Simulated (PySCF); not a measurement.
**How the method changes the constants of NaI**

State: ¹Σ⁺ (singlet), closed shell. Set-up: basis Na def2-SVPD, I def2-SVPD with ECP28; scalar-relativistic core potentials; PySCF 2.14. De refers to Na + I in their high-spin ground configurations, without counterpoise correction. A positive dipole means Na(−)I(+).

| Level | Re (Å) | ωe (cm⁻¹) | De (eV) | μ (D) |
| --- | --- | --- | --- | --- |
| RHF | 2.776 | 245 | 2.50 | -9.99 |
| RHF-MP2 | 2.783 | 242 | 3.29 | n/a |
| RHF-SCS-MP2 | 2.784 | 241 | 3.21 | n/a |
| RHF-CCSD | 2.783 | 242 | 3.19 | n/a |
| RHF-CCSD(T) | 2.785 | 241 | 3.22 | n/a |
| LDA | 2.698 | 254 | 3.61 | -8.65 |
| PBE | 2.745 | 244 | 3.26 | -8.77 |
| r²SCAN | 2.743 | 248 | 3.42 | -9.32 |
| B3LYP | 2.741 | 247 | 3.20 | -9.00 |
| PBE0 | 2.734 | 250 | 3.28 | -9.16 |
| HSE06 | 2.738 | 249 | 3.29 | -9.14 |
| B2PLYP | 2.750 | 247 | 3.25 | -9.43 |

(1) Which functional lies closest to RHF-CCSD(T) in De, which farthest, and by how much do they differ from it?

(2) What does a quarter of exact exchange do here, going from PBE to PBE0?

(3) What does the step from GGA to meta-GGA do here, going from PBE to r²SCAN?

Correlated steps freeze 5 core orbitals. Correlated levels converge slowly with the basis: in double zeta they bind strong bonds too weakly, by up to about 1 eV, and carry superposition errors of some tenths. Spin–orbit coupling is left out, which matters for elements this heavy, above all for dissociation energies. Where the molecule has an RHF reference, its open-shell atoms are computed with UHF. B2PLYP dipoles, levels and charges come from its SCF part alone.

## Answers

(1) Closest is B3LYP (-4.4 pm in Re, +2.5 % in ωe, -0.02 eV in De against RHF-CCSD(T) in the same basis), farthest LDA (-8.7 pm in Re, +5.4 % in ωe, +0.39 eV in De). CCSD(T) converges more slowly with the basis than the functionals do and binds too weakly in this one, so the order can change at the basis-set limit.

(2) PBE0 less PBE: -1.1 pm in Re, +2.5 % in ωe, +0.02 eV in De. Exact exchange removes part of the self-interaction that spreads semilocal densities, and in most molecules shortens and stiffens the bond and lowers De; here De goes the other way.

(3) r²SCAN less PBE: -0.2 pm in Re, +1.6 % in ωe, +0.16 eV in De.
